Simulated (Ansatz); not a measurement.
Ti, triplet (typed; the unrestricted solution is spin-contaminated); PBE/cc-pVTZ run with Ansatz (an electronic-structure program).

Input for Ansatz:
Ansatz 0.2 input:
```yaml
crystal:
  periodic: [false, false, false]
  atoms:
    - {symbol: Ti, position_ang: [0.00000000, 0.00000000, 0.00000000]}
basis:
  gaussian:
    orbitals: cc-pVTZ
hamiltonian:
  xc: pbe
magnetization: {spin_polarized: true, initial_magnetization: 2}
```

It wrote (shortened):

```
Functional definition: PBE
507 factors; their error is unknown
mean field evaluation 1: about -23086.7608 eV, gradient 6.2e1 eV
mean field evaluation 2: about -23038.1913 eV, gradient 1.2e2 eV
mean field evaluation 4: about -23104.2921 eV, gradient 1.5e1 eV
mean field evaluation 8: about -23104.9210 eV, gradient 1.1e1 eV
mean field evaluation 16: about -23105.8133 eV, gradient 6.1e-3 eV
mean field evaluation 32: about -23105.8377 eV, gradient 2.1e-5 eV
mean field evaluation 64: about -23105.0534 eV, gradient 4.4e-5 eV
mean field evaluation 96: about -23105.7398 eV, gradient 4.6e-2 eV
mean field evaluation 128: about -23105.8133 eV, gradient 6.1e-5 eV
mean field evaluation 160: about -23105.8377 eV, gradient 2.1e-6 eV
mean field evaluation 192: about -23104.2598 eV, gradient 1.3e1 eV
mean field evaluation 224: about -23105.3100 eV, gradient 7.4e0 eV
mean field evaluation 256: about -23105.2989 eV, gradient 3.4e0 eV
mean field evaluation 288: about -23105.8264 eV, gradient 9.3e-1 eV
mean field -23105.83771731 eV, -849.1238744118 hartree, gradient 2.1e-6 eV, S^2 2.479553; 18 other end points of the search recorded, 0 dependent functions left out
reference -23105.83774637 eV, -849.1238754796 hartree; 12, 10 occupied and 56, 58 virtual orbitals, 507 factors
Total energy: -23105.83774637 eV, -849.1238754796 hartree
```
